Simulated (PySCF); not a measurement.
## Working out the ionisation energy of Ru

Ru [Kr] 4d7 5s1 (5F) → Ru⁺ [Kr] 4d7 (4F). All numbers are calculated (PySCF 2.14, scalar relativity through the core potential, in def2-TZVP with the def2 core potential (28 electrons) (6s4p3d1f, 40 functions)). Frozen: 4s2 4p6. Energies in hartree (1 hartree = 27.21139 eV):

```tsv
part	Ru (lower)	Ru⁺ (upper)
UHF	-94.121142	-93.889570
MP2 opposite-spin	-0.073893	-0.065248
MP2 same-spin	-0.061970	-0.048957
```

Q: What does Hartree-Fock give?

A: (-93.889570) − (-94.121142) = 0.231572 hartree = 6.301 eV.

Q: What do MP2 and SCS-MP2 (6/5 opposite-spin, 1/3 same-spin) give?

A: The opposite-spin parts differ by 0.235 eV and the same-spin parts by 0.354 eV. MP2: 6.301 + (0.235) + (0.354) = 6.890 eV. SCS-MP2: 6.301 + 1.2 × (0.235) + (0.354)/3 = 6.701 eV.

Measured between the centres of the two terms (NIST): 7.365 eV, so MP2 (valence) is off by -0.475 eV.

What remains against the reference includes basis incompleteness, the frozen core and correlation beyond second order.
